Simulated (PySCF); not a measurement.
H$_{2}$ClNSe (SMILES N[Se]Cl), singlet, geometry from GFN2-xTB; DF-R2SCAN/def2-TZVPD run with PySCF.

The PySCF input:
```python
from pyscf import gto, scf, dft

mol = gto.M(
    atom='''
Se   -0.024104   -0.299098    0.556489
Cl    0.357616    1.423452   -0.717682
N    -0.565512   -1.548970   -0.620872
H     0.140614   -1.842268   -1.286514
H    -1.441960   -1.344292   -1.087414
''',
    basis='def2-tzvpd',
    charge=0,
    spin=0,
    verbose=4,
    max_memory=1800,
)

mf = dft.RKS(mol)
mf.xc = 'r2scan'
mf = mf.density_fit(auxbasis='def2-universal-jkfit')
mf.kernel()
```

Task: Write the output that PySCF gives for this input, abridged.

Result: 
```
PySCF version 2.14.0

[INPUT] verbose = 4
[INPUT] num. atoms = 5
[INPUT] num. electrons = 60
[INPUT] charge = 0
[INPUT] spin (= nelec alpha-beta = 2S) = 0
[INPUT] symmetry False subgroup None
[INPUT] Mole.unit = angstrom
[INPUT] Symbol           X                Y                Z      unit          X                Y                Z       unit  Magmom
[INPUT]  1 Se    -0.024104000000  -0.299098000000   0.556489000000 AA   -0.045549958507  -0.565213304405   1.051611801333 Bohr   0.0
[INPUT]  2 Cl     0.357616000000   1.423452000000  -0.717682000000 AA    0.675796297762   2.689934431464  -1.356222424530 Bohr   0.0
[INPUT]  3 N     -0.565512000000  -1.548970000000  -0.620872000000 AA   -1.068662800155  -2.927129075168  -1.173278038411 Bohr   0.0
[INPUT]  4 H      0.140614000000  -1.842268000000  -1.286514000000 AA    0.265721949280  -3.481381968050  -2.431159115419 Bohr   0.0
[INPUT]  5 H     -1.441960000000  -1.344292000000  -1.087414000000 AA   -2.724909482578  -2.540343711444  -2.054914644018 Bohr   0.0

nuclear repulsion = 258.69252650573
number of shells = 58
number of NR pGTOs = 258
number of NR cGTOs = 158
basis = def2-tzvpd
ecp = {}

******** <class 'pyscf.df.df_jk.DFRKS'> ********
method = DFRKS
initial guess = minao
damping factor = 0
level_shift factor = 0
DIIS = <class 'pyscf.scf.diis.CDIIS'>
diis_start_cycle = 1
diis_space = 8
diis_damp = 0
SCF conv_tol = 1e-09
SCF conv_tol_grad = None
SCF max_cycles = 50
direct_scf = False
XC library pyscf.dft.libxc version 7.1.2
    S. Lehtola, C. Steigemann, M. J. T. Oliveira, and M. A. L. Marques,  SoftwareX 7, 1–5 (2018)
XC functionals = r2scan
    J. W. Furness, A. D. Kaplan, J. Ning, J. P. Perdew, and J. Sun,  J. Phys. Chem. Lett. 11, 8208–8215 (2020)
    J. W. Furness, A. D. Kaplan, J. Ning, J. P. Perdew, and J. Sun,  J. Phys. Chem. Lett. 11, 9248–9248 (2020)
    J. W. Furness, A. D. Kaplan, J. Ning, J. P. Perdew, and J. Sun,  J. Phys. Chem. Lett. 11, 8208–8215 (2020)
    J. W. Furness, A. D. Kaplan, J. Ning, J. P. Perdew, and J. Sun,  J. Phys. Chem. Lett. 11, 9248–9248 (2020)
radial grids:
    Treutler-Ahlrichs [JCP 102, 346 (1995); DOI:10.1063/1.469408] (M4) radial grids

becke partition: Becke, JCP 88, 2547 (1988); DOI:10.1063/1.454033
pruning grids: <function nwchem_prune>
grids dens level: 3
symmetrized grids: False
atomic radii adjust function: <function treutler_atomic_radii_adjust>
small_rho_cutoff = 0
Set gradient conv threshold to 3.16228e-05
Initial guess from minao.
tot grids = 72824
init E= -2917.00494186501
  HOMO = -0.239785036824934  LUMO = -0.118650436576061  gap/eV = 3.29624
cycle= 1 E= -2917.64142008696  delta_E= -0.636  |g|= 0.489  |ddm|= 1.89
  HOMO = -0.207241609764013  LUMO = -0.0811292795811767  gap/eV = 3.43169
cycle= 2 E= -2917.5722255777  delta_E= 0.0692  |g|= 0.742  |ddm|= 0.719
  HOMO = -0.200975572254563  LUMO = -0.0823305073117098  gap/eV = 3.22850
cycle= 3 E= -2917.67039805245  delta_E= -0.0982  |g|= 0.148  |ddm|= 0.525
  HOMO = -0.21076718048009  LUMO = -0.0908693277153247  gap/eV = 3.26259
cycle= 4 E= -2917.67573838861  delta_E= -0.00534  |g|= 0.0508  |ddm|= 0.142
  HOMO = -0.21241614683079  LUMO = -0.0911010549802995  gap/eV = 3.30115
cycle= 5 E= -2917.67629062974  delta_E= -0.000552  |g|= 0.018  |ddm|= 0.0571
  HOMO = -0.211533570920558  LUMO = -0.0904772808445173  gap/eV = 3.29411
cycle= 6 E= -2917.67639522188  delta_E= -0.000105  |g|= 0.00324  |ddm|= 0.0187
  HOMO = -0.211628722971881  LUMO = -0.0905749674110368  gap/eV = 3.29404
cycle= 7 E= -2917.67639792256  delta_E= -2.7e-06  |g|= 0.000855  |ddm|= 0.00258
  HOMO = -0.211607436840559  LUMO = -0.0905438119682032  gap/eV = 3.29431
cycle= 8 E= -2917.67639813261  delta_E= -2.1e-07  |g|= 0.00014  |ddm|= 0.000974
  HOMO = -0.211627280113504  LUMO = -0.0905644782862609  gap/eV = 3.29429
cycle= 9 E= -2917.67639813783  delta_E= -5.23e-09  |g|= 5.47e-05  |ddm|= 0.000193
  HOMO = -0.21162247836579  LUMO = -0.0905596376817996  gap/eV = 3.29429
cycle= 10 E= -2917.67639813855  delta_E= -7.12e-10  |g|= 9.52e-06  |ddm|= 4.98e-05
  HOMO = -0.211623264187978  LUMO = -0.090560231606247  gap/eV = 3.29429
Extra cycle  E= -2917.67639813854  delta_E= 9.09e-13  |g|= 9.66e-06  |ddm|= 1.76e-05
converged SCF energy = -2917.67639813854
```
